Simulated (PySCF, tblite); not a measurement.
Isomers of C5H11OPSi, one GFN2-xTB conformer each. Single-point energies are computed at PBE0/pcSseg-1 (PySCF, gas phase, no added dispersion term), electronic only.

Question: Rank them by PBE0/pcSseg-1 energy, lowest first (kcal/mol).
A. `[CH3:1][CH2:2][P:3]1[C:4]([SiH3:5])=[C:6]1[O:7][CH3:8]` with C1–C2–P3–C4 -83°, C4–C6–O7–C8 -179°
B. `[CH3:1][P@@:2]1(=[O:3])[CH2:4][CH2:5][CH:6]=[C:7]1[SiH3:8]` with C1–P2–C4–C5 93°, P2–C4–C5–C6 18°, C4–C5–C6–C7 -14°, C1–P2–C7–C6 -101°

Answer: B (0.0), A (59.0).

As drawn, the lower has a P=O bond, which the higher lacks; the higher has a three-membered ring, which the lower lacks. GFN2-xTB itself gives, in the same order: 0.0, 71.2. Both levels put the same isomer lowest.

Question: Which frontier levels, dipoles and rotational constants go with these structures?

Answer: 
```
                 SMILES  HOMO (eV, PBE0/pcSseg-1)  LUMO (eV)  dipole (D)      A, B, C (MHz)
C[P@@]1(=O)CCC=C1[SiH3]                     -7.44      -0.80        4.52  1833, 1297, 963.4
     CCP1C([SiH3])=C1OC                     -6.18      -0.09        2.22  1344, 1161, 704.9
```

Question: What happens when harmonic zero-point energies from GFN2-xTB frequencies are added?

Answer: 
```json
{"SMILES": "C[P@@]1(=O)CCC=C1[SiH3]", "ZPE (kcal/mol)": "89.2", "electronic (kcal/mol)": "0.0", "with ZPE (kcal/mol)": "0.0"}
{"SMILES": "CCP1C([SiH3])=C1OC", "ZPE (kcal/mol)": "88.2", "electronic (kcal/mol)": "59.0", "with ZPE (kcal/mol)": "58.0"}
```

The zero-point energies span 1.0 kcal/mol. The order is unchanged.
